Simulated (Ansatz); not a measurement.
Li₁₄⁺ (the lowest doublet isomer of a short search), 14 atoms. Hardware: 4 threads of Intel Xeon 6975P-C on a shared host.

Correlated methods freeze no core orbitals; core or outer-core shells of Li are correlated, in sets that lack core-valence functions.

How many basis functions does each of these Ansatz runs have, and roughly what does it cost? HSE06/def2-TZVP, charge 1 doublet, energy, from earlier orbitals; PBE0/def2-SVP, charge 1 doublet, energy, from earlier orbitals; B2PLYP/def2-TZVP, charge 1 doublet, energy, from earlier orbitals; PBE/def2-TZVP, charge 1 doublet, energy and forces, from earlier orbitals; PBE/def2-SVP, charge 1 doublet, energy, from earlier orbitals; MP2/def2-TZVP, charge 1 doublet, energy, from earlier orbitals; ωB97X-V/def2-TZVP, charge 1 doublet, energy, from earlier orbitals; PBE/def2-SVP, charge 1 doublet, energy with a search over starts; r2SCAN/def2-TZVP, charge 1 doublet, energy, from earlier orbitals; CCSD(T)/def2-SVP, charge 1 doublet, energy, from earlier orbitals; PBE0/def2-TZVP, charge 1 doublet, energy, from earlier orbitals; PBE/def2-SVP, charge 1 doublet, relaxation, 15 steps.

Other jobs shared the machine, so times can vary by a factor of up to 3. A dash marks memory too small to be measured apart from the calling script's.

```csv
run,functions,fitting or Cholesky vectors,wall time,peak host memory (GiB)
"MP2/def2-TZVP, charge 1 doublet, energy, from earlier orbitals",196,2123,3.1 s,0.57
"PBE/def2-TZVP, charge 1 doublet, energy and forces, from earlier orbitals",196,1806,4.1 s,–
"PBE0/def2-TZVP, charge 1 doublet, energy, from earlier orbitals",196,1806,4.4 s,0.77
"PBE/def2-SVP, charge 1 doublet, energy, from earlier orbitals",126,1904,7.5 s,–
"HSE06/def2-TZVP, charge 1 doublet, energy, from earlier orbitals",196,1806,11 s,0.8
"PBE0/def2-SVP, charge 1 doublet, energy, from earlier orbitals",126,1806,11 s,0.56
"B2PLYP/def2-TZVP, charge 1 doublet, energy, from earlier orbitals",196,2123,15 s,0.69
"PBE/def2-SVP, charge 1 doublet, energy with a search over starts",126,1904,16 s,–
"r2SCAN/def2-TZVP, charge 1 doublet, energy, from earlier orbitals",196,1806,20 s,0.6
"PBE/def2-SVP, charge 1 doublet, relaxation, 15 steps",126,1904,31 s,–
"ωB97X-V/def2-TZVP, charge 1 doublet, energy, from earlier orbitals",196,1806,37 s,1.4
"CCSD(T)/def2-SVP, charge 1 doublet, energy, from earlier orbitals",126,1806,94 s,3.1
```
